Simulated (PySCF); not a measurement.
Gas-phase reaction: GeHCl3 + H2 ⇌ GeH3Cl + 2 Cl

Computed with PySCF and rigid-rotor harmonic-oscillator thermochemistry at 1 bar. † marks an energy on the PBE0/def2-TZVP geometry and frequencies. MP2 freezes the core. Open shells (unrestricted): Cl (multiplicity 2); the rest are closed-shell singlets. Spin-orbit splitting is ignored; it lowers the true energy and changes the entropy of Cl. B3LYP is the form with VWN-RPA correlation. Ge: all electrons, no relativistic terms. MP2 isn't extrapolated to the basis-set limit.

```json
[
 {"level": "B3LYP/def2-TZVP†", "ΔH°(298 K), kJ": "___"},
 {"level": "BLYP/def2-TZVP†", "ΔH°(298 K), kJ": "513"},
 {"level": "MP2/def2-SVP†", "ΔH°(298 K), kJ": "510"},
 {"level": "MP2/def2-TZVPP†", "ΔH°(298 K), kJ": "___"},
 {"level": "PBE0/def2-QZVP†", "ΔH°(298 K), kJ": "537"},
 {"level": "PBE0/def2-SVP†", "ΔH°(298 K), kJ": "___"},
 {"level": "ωB97M-V/def2-TZVP†", "ΔH°(298 K), kJ": "551"}
]
```

Problem. Complete the blanks.

Solution. 
- B3LYP/def2-TZVP†, ΔH°(298 K), kJ: 512
- MP2/def2-TZVPP†, ΔH°(298 K), kJ: 566
- PBE0/def2-SVP†, ΔH°(298 K), kJ: 526
